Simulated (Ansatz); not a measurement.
A nudged elastic band was laid between two geometries of BClGeH$_{7}$NSi (12 atoms, charge 0, multiplicity 1).

Level of theory: RKS PBE/def2-SVP in Ansatz 0.2.0.

| Property | Result |
| --- | --- |
| movable images | 5 |
| climbing image | yes |
| spring | 5.0 eV/Å² |
| optimiser | quadratic models (default) |
| start path | straight line |
| force threshold | 0.05 eV/Å |
| iteration limit | 60 |
| end points | relaxed |

First end point:

```xyz
12
Properties=species:S:1:pos:R:3
B -0.871 0.767 1.848
Ge -0.534 0.568 -0.151
N 0.779 1.696 -0.861
Si 0.198 -1.739 -0.452
Cl 1.114 -1.743 -2.348
H -1.897 0.327 2.329
H -0.015 1.208 2.591
H -1.778 0.689 -1.075
H 1.179 1.293 -1.720
H 1.560 1.813 -0.201
H -0.903 -2.766 -0.466
H 1.244 -2.170 0.542
```

Last end point:

```xyz
12
Properties=species:S:1:pos:R:3
B -0.834 0.714 1.928
Ge -0.416 0.526 -0.063
N 1.153 1.401 -0.589
Si 0.155 -1.771 -0.552
Cl 0.998 -1.751 -2.477
H -1.872 0.254 2.363
H -0.040 1.215 2.699
H -1.669 0.804 -0.972
H 1.410 1.143 -1.551
H 1.056 2.424 -0.568
H -1.045 -2.677 -0.573
H 1.181 -2.338 0.387
```

(1) Which bonds break or form, and what moves?

(2) What energy profile does the band end with?

(3) What is the geometry of the highest image?

## Answers

(1) No bond is made or broken. The height of N3 over the plane of its neighbours goes from -0.40 to 0.39 Å.

(2) It converged. The highest image is number 3 of 0 to 6, 10.2 kJ/mol above the first end and 8.1 kJ/mol above the last; the last end lies 2.2 kJ/mol above the first. Another band between the same ends (5 images) ends at a top of the same energy, where a vibrational analysis finds 1 clearly imaginary mode.

```
image  path coordinate (Å)  energy (kJ/mol)  height of N3 over the plane of its neighbours (Å)
    0                 0.00              0.0                                              -0.40
    1                 0.27              0.6                                              -0.39
    2                 0.53              4.0                                              -0.28
    3                 0.80             10.2                                               0.00
    4                 1.04              5.7                                               0.25
    5                 1.27              2.6                                               0.37
    6                 1.50              2.2                                               0.39
```

(3) 
```xyz
12
Properties=species:S:1:pos:R:3:forces:R:3
B -0.842 0.746 1.876 0.00 -0.01 0.00
Ge -0.492 0.527 -0.122 0.00 0.01 0.00
N 0.940 1.477 -0.764 0.00 0.01 0.01
Si 0.158 -1.777 -0.511 0.00 0.00 0.00
Cl 1.034 -1.783 -2.424 0.00 0.00 0.00
H -1.864 0.285 2.347 0.00 0.00 0.00
H -0.025 1.248 2.623 0.00 0.01 0.00
H -1.775 0.718 -1.000 0.00 0.00 0.00
H 1.381 1.247 -1.653 0.00 0.00 0.00
H 1.346 2.271 -0.274 -0.01 -0.01 -0.01
H -0.986 -2.755 -0.522 0.00 0.00 0.00
H 1.202 -2.259 0.459 0.00 0.00 0.00
```

The run took 2 min on 2 threads of Arm Neoverse V1 (shared host), peak memory 0.19 GiB.
